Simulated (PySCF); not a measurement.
An unknown shows these calculated signals:

¹H NMR (600 MHz, computed): δ 0.29 (m, 9H).

¹³C{¹H} NMR (computed): δ -4.6 (CH3).

No solvent model, non-relativistic, a single conformation, one averaged value for each set of equivalent atoms. NMR shieldings at PBE0/pcSseg-1/GIAO; GFN2-xTB geometry; PySCF 2.14.

Shifts are taken against calculated references (same method and geometry level): ¹H and ¹³C against TMS.

Q: Which of these does the molecule contain: a CF3 group, an aldehyde, a C≡C triple bond, a Si–CH3 group?

A: 
- A CF3 group: no.
- An aldehyde: no.
- A C≡C triple bond: no.
- A Si–CH3 group: yes (δC -4.6; δH 0.29 (m)).

The data belong to SMILES C[Si](C)(C)P(F)F, C₃H₉F₂PSi; they needn't prove each group on their own.

Carbon signals by region: 1 below 50 ppm.

Splittings by ¹⁹F and ³¹P in the carbon and heteronuclear signals aren't shown, as no couplings were computed. Shifts are as computed. Against solution values, carbons near 30 ppm lie about +3 ppm off and those near 130 ppm about +5 ppm. Of 1211 compounds with measured shifts, 218 miss one by over three times the rms of a fit or turn the order of signals round; such compounds aren't used in these exercises.
